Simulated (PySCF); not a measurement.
Computed shifts of a molecule C2H11FSi3, KT2/pcSseg-1 (PySCF), GIAO, gas phase, atoms alike by connectivity averaged where their shifts nearly agree, in ppm (number of nuclei): ¹⁹F: -301.6 (1). ²⁹Si: 15.3 (1), -68.2 (1), -73.1 (1). ¹³C: 10.6 (1), 10.0 (1). ¹H: 6.09 (2), 4.50 (1), 4.25 (3), 3.83 (1), 1.77 (1), 1.75 (1), 1.44 (1), 1.22 (1). References: ¹⁹F against CFCl3 (σ = 127.1 ppm); ²⁹Si against TMS (σ = 361.9 ppm); ¹³C against TMS (σ = 185.1 ppm); ¹H against TMS (σ = 31.47 ppm), references at their B3LYP-D3(BJ)/def2-TZVP geometries, non-relativistic. The structure is a stationary point at PBE0-D3(BJ)/def2-SVP. One conformer was computed; it need not be the lowest.

Q: Which structure fits?
A. C[Si@@](F)([SiH3])C[SiH3]
B. CC[SiH2][Si@@H](F)[SiH3]
C. F[SiH2][SiH2]CC[SiH3]
D. C[Si@H](F)[SiH2]C[SiH3]

A: C, F[SiH2][SiH2]CC[SiH3]
